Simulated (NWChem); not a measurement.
Species: WHOF4 cation; SMILES [F][W+]([F])([F])([F])[OH]

```xyz
7

W      0.0000     0.0000    -0.0076
F      0.9851     1.5036     0.0543
F     -1.7947     0.1013     0.0543
F      0.8096    -1.6049     0.0543
F      0.0000     0.0000     1.8140
O      0.0000     0.0000    -1.8060
H      0.0000     0.0000    -2.7805
```
Atoms are numbered in this order, from 1.

Results from NWChem. Structure relaxed at the PBE0/def2-SVP level. No frequency run checked for a minimum. This spin state was assumed; another may lie lower. def2 effective core potentials on W; no spin-orbit coupling. Level MN15/def2-SVP: energy and gradient on several grids; changes count from the extra-fine grid, which is no exact limit either.

Problem. Which is the coarsest grid (xcoarse; coarse; xfine; fine; medium) from which on the energy stays within 100 μHa and each gradient component within 200 μHa/bohr of xfine?

Solution. medium.
```json
[
 {"grid": "xcoarse", "size of the energy change (μHa)": "100000", "largest change of a gradient component (μHa/bohr)": "9000"},
 {"grid": "coarse", "size of the energy change (μHa)": "5000", "largest change of a gradient component (μHa/bohr)": "500"},
 {"grid": "medium", "size of the energy change (μHa)": "40", "largest change of a gradient component (μHa/bohr)": "50"},
 {"grid": "fine", "size of the energy change (μHa)": "< 10", "largest change of a gradient component (μHa/bohr)": "< 30"},
 {"grid": "xfine", "size of the energy change (μHa)": "< 10", "largest change of a gradient component (μHa/bohr)": "< 30"}
]
```
